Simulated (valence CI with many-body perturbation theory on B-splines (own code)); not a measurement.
# Energy levels of Re25+

Method: relativistic CI+MBPT: four valence electrons over a frozen Dirac-Fock core [Kr] 4d10, a basis of 7 s, 7 p, 7 d, 7 f, 4 g, 2 h functions for each j, with the one-electron correlation potential Σ1 (screened to all orders), the two-electron term Σ2, the three-electron term Σ3, Breit, model QED; selected single and double excitations, second order for the rest, scaled by the run's own slope (own B-spline code, finite nucleus).

No measured levels were compared; by estimate terms of the open shell hold to a few per cent of their energy, and close levels can change places.

Levels 46 to 90 of 202, with energies above the lowest level, 4f4 5I_4. "Leading %" is the weight of the configuration and term that name the level; weights of strongly mixed levels are sums over their largest components and can fall short. Lifetimes count E1, E2, E3, M1 and M2 decay at the calculated energies, and are blank where another channel may lead or the interval is too uncertain; long ones can be off by a factor of two.

```tsv
No.	Configuration	Term	J	E (cm⁻¹)	Leading %	Second component	Lifetime
46	4f4	3F	3	116420	65	21 % 4f4 5D	1.40 ms
47	4f4	3F	2	116810	40	35 % 4f4 3P	951 μs
48	4f4	3G	5	116950	39	22 % 4f4 3I	1.12 ms
49	4f4	3L	9	117040	60	40 % 4f4 3M	2.12 ms
50	4f4	5D	4	119000	42	35 % 4f4 3H	1.77 ms
51	4f4	3H	6	120500	30	27 % 4f4 1I	1.60 ms
52	4f4	3F	3	122190	65	17 % 4f4 3D	1.16 ms
53	4f4	3H	5	124230	70	19 % 4f4 3G	3.02 ms
54	4f4	1G	4	129640	45	25 % 4f4 3H	1.08 ms
55	4f4	1L	8	132790	38	32 % 4f4 3K	678 μs
56	4f4	3G	3	133840	64	20 % 4f4 3F	1.57 ms
57	4f4	3K	6	134250	46	19 % 4f4 3I	3.59 ms
58	4f4	3G	4	134920	55	26 % 4f4 3F	1.48 ms
59	4f4	3G	5	135060	55	25 % 4f4 3H	855 μs
60	4f4	1K	7	137340	61	28 % 4f4 3I	1.32 ms
61	4f4	3H	4	137630	50	31 % 4f4 1G	1.29 ms
62	4f4	1D	2	139980	41	36 % 4f4 3F	942 μs
63	4f4	3F	2	142260	45	43 % 4f4 1D	1.51 ms
64	4f4	3H	6	142480	48	37 % 4f4 1I	1.51 ms
65	4f4	3K	8	142760	57	43 % 4f4 1L	5.10 ms
66	4f4	3P	0	144380	59	26 % 4f4 5D	525 μs
67	4f4	3K	7	144910	73	20 % 4f4 3I	4.06 ms
68	4f4	3F	4	145340	42	24 % 4f4 3H	887 μs
69	4f4	3I	5	145590	44	43 % 4f4 3H	1.04 ms
70	4f4	1N	10	147760	86	14 % 4f4 3M	1.62 ms
71	4f4	3F	4	150330	44	24 % 4f4 1G	1.08 ms
72	4f4	3F	3	153720	68	16 % 4f4 3G	1.51 ms
73	4f4	1D	2	154070	40	29 % 4f4 3F	603 μs
74	4f4	3H	6	155690	58	25 % 4f4 3K	806 μs
75	4f4	3G	5	155960	46	22 % 4f4 3H	682 μs
76	4f4	3P	1	162400	81	10 % 4f4 5D	577 μs
77	4f4	3I	6	166740	56	37 % 4f4 1I	2.48 ms
78	4f4	3G	4	167890	43	23 % 4f4 1G	1.28 ms
79	4f4	3G	3	168200	61	13 % 4f4 3F	740 μs
80	4f4	3I	5	169480	40	39 % 4f4 3H	1.09 ms
81	4f4	1L	8	169830	56	42 % 4f4 3K	1.34 ms
82	4f4	3P	2	176050	50	43 % 4f4 3D	1.72 ms
83	4f4	3G	5	177300	80	10 % 4f4 3H	1.01 ms
84	4f4	3I	7	177650	80	16 % 4f4 3K	1.44 ms
85	4f4	1G	4	179710	35	33 % 4f4 3F	606 μs
86	4f4	3G	3	179870	41	31 % 4f4 3D	899 μs
87	4f4	1D	2	183960	49	22 % 4f4 3P	583 μs
88	4f4	1I	6	192140	52	26 % 4f4 3H	809 μs
89	4f4	1G	4	194310	58	20 % 4f4 3G	627 μs
90	4f4	1F	3	200860	53	43 % 4f4 3D	1.04 ms
```

Names give the largest LS component (configuration and term), which can be under half, so a name can repeat, a term be missing and a line seem to break the LS rules; names also repeat where a configuration has a term twice.

Where two levels of one J and parity lie close, their mixing, g and order are uncertain.
